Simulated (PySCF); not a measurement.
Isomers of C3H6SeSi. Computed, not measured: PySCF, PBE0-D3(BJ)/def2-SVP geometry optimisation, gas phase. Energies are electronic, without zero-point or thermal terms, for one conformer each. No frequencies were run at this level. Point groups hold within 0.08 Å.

Problem. Rank from lowest to highest electronic energy at this level (kJ/mol).
A. `[CH:1]#[C:2][SiH2:3][CH2:4][SeH:5]` with C2–Si3–C4–Se5 58°, Si3–C4–Se5–H -49°
B. `[CH:1]#[C:2][SiH2:3][Se:4][CH3:5]` with C2–Si3–Se4–C5 -56°

Solution. B (0.0), A (59.0).

```json
{"SMILES": "C#C[SiH2][Se]C", "E (Eh)": "-2807.91576", "E rel (kJ/mol)": "0.0", "dipole (D)": "1.68", "point group": "C1", "A, B, C (MHz)": "4431, 1423, 1202"}
{"SMILES": "C#C[SiH2]C[SeH]", "E (Eh)": "-2807.89327", "E rel (kJ/mol)": "59.0", "dipole (D)": "1.06", "point group": "C1", "A, B, C (MHz)": "4051, 1262, 1012"}
```

Problem. As an exercise, what shares would exp(−E/RT) give at 2000 K from these electronic energies alone (no entropy, no degeneracies)?

Solution. RT = 16.629 kJ/mol: C#C[SiH2][Se]C 97.2 %, C#C[SiH2]C[SeH] 2.8 %.
